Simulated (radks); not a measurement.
Excited configurations of the neodymium ion Nd26+: one electron is placed in a higher orbital outside [Ar] 3d10 4s2 4p3. The ground configuration is [Ar] 3d10 4s2 4p4. Calculated with a radial shooting solver on a logarithmic mesh with Libxc functionals: Dirac Kohn-Sham, PBE, spin-unpolarised, spherical densities, finite nucleus; open shells are shared between the two j in proportion to 2j + 1; Fermi nuclear charge, rms radius 4.9123 fm. Excitation = E - E(ground); binding = E(ion) - E, where the ion is the core of charge +27; n* = 27/sqrt(2 binding) in atomic units. These energies are relativistic, and a one-electron ion of charge +27 with no core already has n* below n in this formula (Dirac formula, point nucleus, mean over j: 4d 3.996, 5f 4.997, 6f 5.997, 7s 6.982, 7d 6.994, 7f 6.997). The quantum defect is therefore taken as that value minus n*, so that it holds no relativistic shift of the bare ion. Eigenvalue and <r> are those of j = l + 1/2.

[
 {"outer orbital": "4d", "excitation (eV)": "119.88", "binding (eV)": "830.88", "n*": "3.455", "quantum defect": "0.541", "eigenvalue (eV)": "-808.41"},
 {"outer orbital": "5f", "excitation (eV)": "512.20", "binding (eV)": "438.57", "n*": "4.756", "quantum defect": "0.242", "eigenvalue (eV)": "-427.47"},
 {"outer orbital": "6f", "excitation (eV)": "650.39", "binding (eV)": "300.38", "n*": "5.746", "quantum defect": "0.251", "eigenvalue (eV)": "-294.20"},
 {"outer orbital": "7s", "excitation (eV)": "686.43", "binding (eV)": "264.33", "n*": "6.126", "quantum defect": "0.857", "eigenvalue (eV)": "-259.96"},
 {"outer orbital": "7d", "excitation (eV)": "715.64", "binding (eV)": "235.13", "n*": "6.495", "quantum defect": "0.499", "eigenvalue (eV)": "-230.75"},
 {"outer orbital": "7f", "excitation (eV)": "732.43", "binding (eV)": "218.33", "n*": "6.740", "quantum defect": "0.256", "eigenvalue (eV)": "-214.29"}
]

The Delta-SCF ionisation energy is 950.77 eV (NIST Atomic Spectra Database: 939 eV, theoretical). Self-interaction in the functional shifts the binding energies and quantum defects, so they are the method's values and not measured ones. Spin polarisation and multiplet splitting are left out, so open shells lie too high by an amount that depends on their filling. Sharing an open shell by 2j + 1 raises it above the true ground level by a part of the spin-orbit splitting, which enters the differences from NIST.

Beside tabulated values, note that spin-unpolarised runs miss the spin-polarisation part of the exchange energy of open shells.
